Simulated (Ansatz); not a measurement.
`FC[S][InH2]` + HCl → `[Cl][InH2]` + `FCS`  (ligand exchange at the In–S bond)

Computed with Ansatz on PBE0-D4/def2-TZVP structures; ΔE is electronic, products minus reactants. CCSD(T)/CBS is the MP2 limit (def2-TZVPP, def2-QZVPP) plus CCSD(T) − MP2 in def2-TZVPP, frozen cores. This one scheme is used for every species. DFT in def2-TZVPP. def2 core potentials past Kr. For In outer-core shells are correlated without core-valence functions, which leaves a few kJ/mol of doubt a bond. Each species was taken in one conformer, which may not be the lowest.

`FC[S][InH2]`:

Z-matrix (Å, degrees):
```
C
S 1 1.802
F 1 1.379 2 111.9
H 1 1.092 2 107.3 3 118.4
H 1 1.091 2 111.6 3 -120.7
In 2 2.397 1 99.7 3 69.0
H 6 1.709 2 115.0 1 -170.7
H 6 1.713 2 114.2 1 10.7
```

HCl:

Cartesian coordinates in Å:
```
Cl 0.489 -0.050 -0.409
H -0.489 0.050 0.409
```

`[Cl][InH2]`:

```xyz
4

Cl    1.441    0.162   -1.496
In   -0.180   -0.020    0.187
H    -1.007    1.446    0.456
H    -0.254   -1.588    0.853
```

`FCS`:

```xyz
6

F     0.166   -0.520    1.428
C     0.424    0.053    0.205
S    -1.038    0.722   -0.578
H     0.893   -0.699   -0.430
H     1.104    0.895    0.354
H    -1.549   -0.452   -0.980
```

Task: Is it downhill or uphill in electronic energy at CCSD(T)/CBS, and by how much? (An estimate is asked.)

Result: Ansatz gave: Downhill: ΔE = -32.5 kJ/mol.

Task: What do these levels give: BLYP-D4, r2SCAN-D4, B97M-V, BHLYP-D4, ωB97M-V, B2PLYP, PBE, BLYP, BHLYP, HF/def2-SVP, CCSD/def2-SVP, MP2/CBS(def2)? (An estimate is asked.)

Result: Computed: BLYP-D4 -33.8, r2SCAN-D4 -36.3, B97M-V -39.3, BHLYP-D4 -40.3, ωB97M-V -37.0, B2PLYP -38.3, PBE -34.6, BLYP -40.9, BHLYP -46.1, HF/def2-SVP -53.7, CCSD/def2-SVP -36.7, MP2/CBS(def2) -30.3 kJ/mol.

Largest T1 diagnostic among the species: 0.014.

From BLYP to BHLYP (50 % exact exchange), in def2-TZVPP and without D4, ΔE moves by −5.2 kJ/mol. Leaving LDA and LC-ωPBE aside and taking each functional with its dispersion term where it has one, the values, not all of them listed here, spread over 9.6 kJ/mol, from BHLYP-D4 to revPBE-D4. LDA lies +7.0 kJ/mol from PBE without D4.
